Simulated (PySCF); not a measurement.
Consider `CC(=O)N[C@@]12CCC[C@@H]1C2` (C8H13NO). Atom numbers as in the mapped SMILES `[CH3:1][C:2](=[O:3])[NH:4][C@@:5]12[CH2:6][CH2:7][CH2:8][C@@H:9]1[CH2:10]2`.

Energies: M06-2X/ma-def2-SVP (PySCF, density fitting, integration grid level 3) on GFN2-xTB structures. Zero-point and thermal terms (298.15 K, 1 bar) come from unscaled GFN2-xTB harmonic frequencies, with soft modes damped to free rotors in the entropy.

Task: Rank these of its positions by gas-phase deprotonation enthalpy, most acidic first.
A. N4 (amide nitrogen)
B. C6 (methylene carbon)
C. C1 (carbon α to the carbonyl-type group)
D. C9 (methine carbon)

Result: A (1511 kJ/mol), C (1563 kJ/mol), D (1659 kJ/mol), B (1682 kJ/mol).

Not ranked, since the method can't order them against a listed neighbour: C10 (1675 kJ/mol).

Task: For C10 (methylene carbon), what are ΔE (electronic) and ΔG(298 K) of the loss of the proton?

Result: ΔE = 1712 and ΔG = 1644 kJ/mol, beside ΔH = 1675 kJ/mol. The product is `CC(=O)NC12[CH-]C1CCC2`.

Caveats: ma-def2-SVP is a small basis, whose errors can reach tens of kJ/mol; the order of C9 and C10, of C10 and C6 is undecided: the gaps lie inside the method's error (some 20 kJ/mol, one structure a species); C7, C8 are not listed: the run failed or kept an imaginary mode, or the ion rearranged or equalled another.
